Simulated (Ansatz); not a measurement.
`Cl[SiH]1PS1`, 6 atoms. Total charge 0; spin multiplicity 1. All runs use 2 threads of an Arm Neoverse V2 on a shared host. Correlated methods freeze the cores.

Task: How many basis functions does each run have, and how long does it take in Ansatz? RKS PBE0-D4/def2-TZVP relaxation (5 steps); RKS B3LYP-D4/def2-TZVPP energy and forces; RKS PBE0-D4/def2-SVP energy; RKS PBE0-D4/def2-QZVPP energy; RHF-CCSD(T)/def2-TZVPP energy; RKS ωB97M-V/def2-SVP energy; RKS LC-ωPBE/def2-TZVPP energy; RKS PBE0-D4/def2-TZVP frequencies; RHF-MP2/def2-QZVPP energy; RKS ωB97M-V/def2-QZVPP energy; direct RPA on PBE orbitals/def2-TZVPP energy; RKS PBE-QIDH (frozen core)/def2-TZVPP energy. (Best estimate.)

Result: The calculation gave: Other jobs shared the machine, so times are rough.

```tsv
level	job	functions	wall time	peak host memory (GiB)
RKS PBE0-D4/def2-SVP	energy	82	1.1 s	0.38
RKS LC-ωPBE/def2-TZVPP	energy	196	2.7 s	0.38
direct RPA on PBE orbitals/def2-TZVPP	energy	196	3.9 s	0.38
RKS B3LYP-D4/def2-TZVPP	energy and forces	196	4.8 s	0.55
RKS PBE-QIDH (frozen core)/def2-TZVPP	energy	196	5.5 s	0.42
RKS ωB97M-V/def2-SVP	energy	82	5.5 s	0.38
RKS PBE0-D4/def2-QZVPP	energy	340	8 s	1.2
RHF-MP2/def2-QZVPP	energy	340	13 s	1.3
RKS PBE0-D4/def2-TZVP	relaxation (5 steps)	160	19 s	0.42
RKS ωB97M-V/def2-QZVPP	energy	340	20 s	1.2
RHF-CCSD(T)/def2-TZVPP	energy	196	39 s	1.9
RKS PBE0-D4/def2-TZVP	frequencies	160	84 s	0.41
```

B3LYP here is the variant with VWN-RPA as its local correlation; programs differ in this. LC-ωPBE has ω = 0.4 bohr⁻¹.
